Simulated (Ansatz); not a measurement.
The same path of GaH₄NO (7 atoms, charge 0, multiplicity 1) was run twice with different band settings. Lost on the way: Ga1–H2, Ga1–O3. Made: H2–O3.

Method: RKS B3LYP-D4/def2-SVP (Ansatz 0.2.0).

Relaxed end points:

```xyz
7
Properties=species:S:1:pos:R:3
Ga 0.109 -0.276 0.301
H 0.031 -0.702 1.797
O 1.654 0.002 -0.573
H 2.444 -0.139 -0.039
N -1.329 -0.006 -0.764
H -2.294 -0.106 -0.469
H -1.252 0.275 -1.736
```

```xyz
7
Properties=species:S:1:pos:R:3
Ga -0.633 1.026 0.843
H 1.670 -0.837 0.932
O 1.399 -0.215 0.242
H 0.655 -0.656 -0.245
N -1.031 -0.074 -0.736
H -1.976 -0.444 -0.860
H -0.721 0.247 -1.658
```

Common settings: movable images 5; climbing image yes; spring 5.0 eV/Å²; start path through a guess of the saddle point; force threshold 0.05 eV/Å; iteration limit 60; end points relaxed.

| run | optimiser | largest step |
| --- | --- | --- |
| 1 | quadratic models (default) | default |
| 2 | lbfgs | 0.02 Å |

Question: What does each run give, and how far can it be trusted?

Answer: Run 1: converged after 13 iterations, highest image 2.401 eV above the first end. Neighbouring images differ by up to 1.9 eV, so the band resolves the path poorly. A vibrational analysis at the climbing image gives one clearly imaginary mode, 1284i cm⁻¹: a first-order saddle point.
Run 2: not converged after 60 iterations, highest image 2.672 eV above the first end. The band didn't meet its force threshold, so its energies are provisional: the largest band force was still 0.24 eV/Å, and over the last iterations the top moved between 2.67 and 2.70 eV.
The orbitals stay closed-shell, which can raise the energy where a bond breaks towards radicals; this wasn't checked here.
